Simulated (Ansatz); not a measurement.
Si3Ge3. Total charge 0; singlet. Geometry PBE0-D4/def2-SVP, basis def2-TZVP, Ansatz.

```xyz
6

Si    0.537    0.024   -0.501
Si    0.821   -0.559    1.853
Si   -1.332    0.107    1.274
Ge   -0.611    0.461   -2.524
Ge    2.363    0.864    0.779
Ge   -1.779   -0.897   -0.881
```

```json
{"run": "A", "HOMO (eV)": "-4.77", "LUMO (eV)": "-3.34"}
{"run": "B", "HOMO (eV)": "-5.74", "LUMO (eV)": "-3.01"}
{"run": "C", "HOMO (eV)": "-5.50", "LUMO (eV)": "-3.07"}
{"run": "D", "HOMO (eV)": "-5.25", "LUMO (eV)": "-3.61"}
{"run": "E", "HOMO (eV)": "-5.02", "LUMO (eV)": "-3.55"}
```

B3LYP takes the VWN-RPA correlation. Another isomer (singlet) lies 1.69 eV lower at PBE0-D4/def2-TZVP; other spin states weren't run for this one.

Question: The runs used B3LYP, BLYP, PBE, PBE0, r2SCAN. Estimate which is which.

Answer: A BLYP (0 % exact exchange); B PBE0 (25 % exact exchange); C B3LYP (20 % exact exchange); D r2SCAN (0 % exact exchange); E PBE (0 % exact exchange). Exact exchange lowers occupied and raises empty levels; among semilocal functionals meta-GGAs tend to open the gap a little, and such runs are hard to tell apart. The gap grows from 1.44 eV (BLYP) to 2.73 eV (PBE0). The restricted singlet is unstable towards broken spin symmetry in Hartree–Fock (as tested in another run); at BLYP-D4/def2-TZVP, PBE0-D4/def2-TZVP, B3LYP-D4/def2-TZVP, r2SCAN-D4/def2-TZVP and others this wasn't settled.
